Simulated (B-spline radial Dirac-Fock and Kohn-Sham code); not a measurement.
**Binding energies of Pd⁸⁺ at several levels of theory**

System: the Pd⁸⁺ ion in the configuration 1s2 2s2 2p6 3s2 3p6 3d10 4s2 4p6 4d2.

The density-functional columns are spherical, spin-unpolarised Dirac-Kohn-Sham results without Breit or QED terms: −ε is minus the orbital energy of the initial state and ΔSCF the difference of two total energies. The reference in the last column comes from Dirac-Fock (average of configuration) total-energy differences with a finite nucleus, the Breit interaction including its frequency dependence, and self-energy and vacuum-polarisation corrections. All numbers are from a radial atomic solver, in eV; a selection of levels is shown. For the 1s level of heavy atoms much of the gap between ΔSCF and the reference is the Breit and QED part, -73.2 eV here; for other levels the error of the functional can be larger.

```tsv
level	LDA −ε	LDA ΔSCF	Dirac-Fock
1s	24269.1	24579.2	24514.1
2s	3671.6	3730.8	3776.5
2p1/2	3418.5	3490.6	3497.3
2p3/2	3259.4	3328.2	3340.1
3s	781.0	804.7	834.8
3p1/2	681.1	705.3	724.3
3p3/2	653.2	676.9	696.1
3d3/2	476.0	501.3	501.6
3d5/2	470.4	495.5	496.2
4s	221.8	233.6	239.9
4p1/2	189.0	200.3	200.1
4p3/2	183.6	194.8	194.8
4d	130.2	140.3	138.9
```

Values without a named source are computed, but for edge energies of neutral atoms, which are taken from tables.
